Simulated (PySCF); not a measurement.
A geometry optimisation on `[F][AlH-]([F])[SbH3+]`.

Method: PBE0-D3(BJ)/def2-SVP geometry optimisation, gas phase, def2 core potentials past Kr (PySCF 2.14.0). Start geometry: GFN2-xTB. A driver script takes a list of jobs; this job's settings line and coordinates (Å) are shown.

Input:
```
{"job": {"xc": "PBE0", "basis": "def2-SVP", "d3": "d3bj", "grid": 1, "maxiter": 30, "shake": 0.01, "kind": "geom"}, "charge": 0, "multiplicity": 1}
F     -1.842650     1.610390    -0.199680
Al    -1.646080     0.001450    -0.019810
F     -1.881460    -1.034450    -1.296990
Sb     1.130410     0.051810    -0.122800
H     -1.810540    -0.567710     1.366880
H      1.705620    -0.533210     1.317290
H      2.195960     1.324760    -0.096580
H      2.203870    -0.872180    -1.000780
```

Output:
```
step   0  E = -684.34338426  max force = 0.025079
step   1  E = -684.34934502  max force = 0.013701
step   2  E = -684.35012613  max force = 0.002793
step   3  E = -684.35030276  max force = 0.001340
step   4  E = -684.35053626  max force = 0.002894
step   5  E = -684.35070144  max force = 0.003864
step   6  E = -684.35084730  max force = 0.002844
step   7  E = -684.35089551  max force = 0.001083
step   8  E = -684.35090862  max force = 0.000332
optimisation converged
```

Energies in Eh; «max force» is the largest Cartesian gradient component in Eh/bohr.

Problem. How much energy does the optimisation release, in kJ/mol?

Solution. E(step 0) − E(last step) = 0.007524 Eh, which is 19.8 kJ/mol.

Problem. Give the first gradient maximum in eV/Å.

Solution. With 1 Eh/bohr = 51.422 eV/Å, 1.290 eV/Å.

Main results: final energy -684.35091 Eh after 8 steps; dipole 4.21 D.

Problem. Give the final coordinates.

Solution. 0.216 Å rms from the input after alignment:
```
atom  x, y, z in Å
F1    -1.8370    1.5520   -0.4087
Al2   -1.6730   -0.0757   -0.0603
F3    -1.6931   -1.1062   -1.3772
Sb4    1.1898    0.0238    0.0966
H5    -2.0893   -0.6163    1.3601
H6     2.0631   -0.4666    1.4670
H7     1.9783    1.5124   -0.0960
H8     2.1158   -0.8418   -1.0294
```

The run took 23 s of wall time on one thread, AMD EPYC 9R14 (x86_64), shared host, and the process peaked at 0.38 GiB of memory.
Labels such as C1 count atoms from 1, the log's own numbers from 0.
